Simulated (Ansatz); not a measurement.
`[Cl][InH][I]` + H–F → `[F][InH][Cl]` + HI at 400 K and 1 bar (ligand exchange at the In–I bond).

Computed with Ansatz on PBE0-D4/def2-TZVP structures; ΔE is electronic, products minus reactants. CCSD(T)/CBS is the MP2 limit (def2-TZVPP, def2-QZVPP) plus CCSD(T) − MP2 in def2-TZVPP, frozen cores. This one scheme is used for every species. Elements past krypton have def2 core potentials. For I, In outer-core shells are correlated without core-valence functions, which leaves a few kJ/mol of doubt a bond.

| species | CCSD(T)/CBS energy (Eh) | H − E (kJ/mol) | S (J/(mol·K)) |
| --- | --- | --- | --- |
| `[Cl][InH][I]` | -947.72945 | 43.1 | 358.7 |
| H–F | -100.39570 | 36.5 | 182.2 |
| `[F][InH][Cl]` | -750.05448 | 44.4 | 327.9 |
| HI | -298.03592 | 25.7 | 215.0 |

H − E and S are ideal-gas, rigid-rotor, harmonic terms from PBE0-D4/def2-TZVP. 1 Eh = 2625.50 kJ/mol, R = 8.31446 J/(mol·K).

Problem. By hand: ΔE, ΔH, ΔS and ΔG.

Solution. ΔE = (-750.05448) + (-298.03592) − (-947.72945) − (-100.39570) = 0.03475 Eh = 91.2 kJ/mol. Δ(H − E) = 44.4 + 25.7 − 43.1 − 36.5 = -9.5, so ΔH = 81.7 kJ/mol. ΔS = 327.9 + 215.0 − 358.7 − 182.2 = 2.0 J/(mol·K). ΔG = 81.7 − 400 × (2.0)/1000 = 80.9 kJ/mol.

Problem. By hand: the equilibrium constant, and the temperature at which ΔG would vanish if ΔH and ΔS stayed fixed.

Solution. log₁₀ K = −ΔG/(RT ln 10) = -10.6. ΔG = 0 at ΔH/ΔS = 40850 K, far beyond where these terms or the molecules hold.

The number of gas molecules stays the same, so ΔS is small and ΔH decides. A doubt of 5 kJ/mol in ΔE shifts log₁₀ K by 0.7 here. These are equilibria of isolated gas molecules and say nothing of rates. Largest T1 diagnostic: 0.015 (customary marks: 0.02 for closed shells, 0.045 for open ones).
